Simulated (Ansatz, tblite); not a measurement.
Cost and result up the ladder for Ag2F⁺ (the lowest singlet isomer of a short search) (3 atoms). Total charge 1; singlet. Geometry: r2SCAN-D4/def2-TZVP.

```xyz
3

Ag    0.337   -1.631    1.265
Ag   -0.340    1.629   -1.266
F     0.003    0.002    0.002
```

Ansatz on 4 threads of Intel Xeon Platinum 8259CL on a shared host; xTB runs through tblite on one thread. Times are rough, summed over both states, and most runs start from the orbitals of an earlier one. ωB97X-V/def2-TZVP serves as the yardstick here, not as an exact answer. The other state is a triplet at its own geometry.

In the def2 sets Ag takes a core potential; there is no spin–orbit coupling. The xTB rows come from tblite. Correlated methods freeze 1 core orbital; core or outer-core shells of Ag are correlated, in sets that lack core-valence functions. At PBE0-D4/def2-TZVP a singlet of charge 1 lies 3.72 eV below the triplet, each at its own geometry. The structure comes from a short search, and lower isomers may exist.

Correlated methods converge slowly with the basis.

xTB has no spin-polarisation term.

```json
{"level": "CAM-B3LYP-D4/def2-TZVP", "functions": "111", "triplet − singlet (eV)": "3.84", "difference from ωB97X-V/def2-TZVP (eV)": "-0.30"}
{"level": "revPBE-D4/def2-TZVP", "functions": "111", "triplet − singlet (eV)": "2.94", "difference from ωB97X-V/def2-TZVP (eV)": "-1.20"}
{"level": "RPA@PBE/def2-TZVP", "functions": "111", "triplet − singlet (eV)": "3.38", "difference from ωB97X-V/def2-TZVP (eV)": "-0.76"}
{"level": "PBE0-D4/def2-TZVP", "functions": "111", "triplet − singlet (eV)": "3.72", "difference from ωB97X-V/def2-TZVP (eV)": "-0.42"}
{"level": "LDA (SPW92)/def2-TZVP", "functions": "111", "triplet − singlet (eV)": "2.85", "difference from ωB97X-V/def2-TZVP (eV)": "-1.28"}
{"level": "GFN2-xTB", "functions": "22", "triplet − singlet (eV)": "3.99", "difference from ωB97X-V/def2-TZVP (eV)": "-0.14"}
{"level": "GFN1-xTB", "functions": "22", "triplet − singlet (eV)": "2.44", "difference from ωB97X-V/def2-TZVP (eV)": "-1.69"}
{"level": "r2SCAN-D4/def2-TZVP", "functions": "111", "triplet − singlet (eV)": "3.13", "difference from ωB97X-V/def2-TZVP (eV)": "-1.00"}
{"level": "r2SCAN0-D4/def2-TZVP", "functions": "111", "triplet − singlet (eV)": "3.70", "difference from ωB97X-V/def2-TZVP (eV)": "-0.44"}
{"level": "PBE-D4/def2-TZVP (with forces)", "functions": "111", "triplet − singlet (eV)": "2.90", "difference from ωB97X-V/def2-TZVP (eV)": "-1.24"}
{"level": "ωB97X-V/def2-TZVP", "functions": "111", "triplet − singlet (eV)": "4.14", "difference from ωB97X-V/def2-TZVP (eV)": "0.00"}
```

Question: Estimate how long each takes.

Answer: GFN2-xTB 0.005 s; GFN1-xTB 0.006 s; LDA (SPW92)/def2-TZVP 1.2 s; revPBE-D4/def2-TZVP 2 s; PBE-D4/def2-TZVP (with forces) 2.2 s; RPA@PBE/def2-TZVP 3.8 s; r2SCAN-D4/def2-TZVP 4.5 s; r2SCAN0-D4/def2-TZVP 5.1 s; CAM-B3LYP-D4/def2-TZVP 5.2 s; PBE0-D4/def2-TZVP 7.1 s; ωB97X-V/def2-TZVP 15 s. On shared hardware such times vary by a factor of up to 3.
